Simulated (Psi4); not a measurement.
Psi4 was given this input:
```
memory 2 GB

molecule mol {
0 1
F     0.018890    1.091872   -0.247236
O    -0.022432   -0.002760    0.568977
F     0.001050   -1.089418   -0.258521
}

set {
  basis cc-pvdz
  reference rks
}

energy('b97m-v')
print_variables()
```

### Question
What number of basis functions does Psi4 1.11 with B97M-V/cc-pVDZ give?

### Answer
42

### Question
Give the total energy at the level B97M-V/cc-pVDZ.

### Answer
-274.5818 Eh

### Question
What nuclear repulsion energy does B97M-V/cc-pVDZ give?

### Answer
75.4314 Eh
